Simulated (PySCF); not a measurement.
Electron correlation in N²⁺ (nitrogen, charge +2)

[He] 2s1 2p1 3d1, one real determinant (an excited configuration). Calculation: PySCF 2.14, in aug-cc-pwCVQZ; the non-relativistic Hamiltonian (point nucleus). Frozen: 1s2; 3 electrons correlated.

MP2 pair energies summed by pair of shells (mhartree):

| pair | energy | share (%) |
| --- | --- | --- |
| 2s-2p | -4.20 | 40.6 |
| 2s-3d | -3.90 | 37.7 |
| 2p-3d | -2.25 | 21.7 |

Total MP2 correlation energy: -10.36 mhartree.

Same-spin part -10.36 and opposite-spin part 0.00 mhartree; SCS-MP2 scales them by 1/3 and 6/5 to -3.45 mhartree.

The reference is one real determinant that mixes LS terms of this configuration.
